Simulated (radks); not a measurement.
Question: Cr II, 23 electrons, occupied as [Ar] 3d5. All-electron calculation, non-relativistic Kohn-Sham, LDA (Slater exchange, Perdew-Wang correlation), spin-polarised, spherical densities, point nucleus; open shells are filled with parallel spins first. Program: a radial shooting solver on a logarithmic mesh with Libxc functionals. Some entries of the table are withheld. Estimate them.

| orbital | occ. | eigenvalue (hartree) | <r> (bohr) |
|---|---|---|---|
| 1s down | 1 | -214.0998 | 0.06430 |
| 1s up | 1 | -214.0996 | 0.06430 |
| 2s up | 1 | -24.35207 | 0.2970 |
| 2s down | 1 | -24.28546 | 0.2965 |
| 2p up | 3 | -20.75844 | (1) |
| 2p down | 3 | -20.70750 | (2) |
| 3s up | 1 | -2.94682 | 0.9133 |
| 3s down | 1 | -2.78813 | 0.9160 |
| 3p up | 3 | (3) | 0.9718 |
| 3p down | 3 | (4) | 0.9774 |
| 3d up | 5 | -0.41099 | 1.372 |
| 3d down | 0 | -0.27422 | 1.543 |

Answer: 
(1) 2p up <r> (bohr): 0.2616
(2) 2p down <r> (bohr): 0.2610
(3) 3p up eigenvalue (hartree): -1.95281
(4) 3p down eigenvalue (hartree): -1.79689
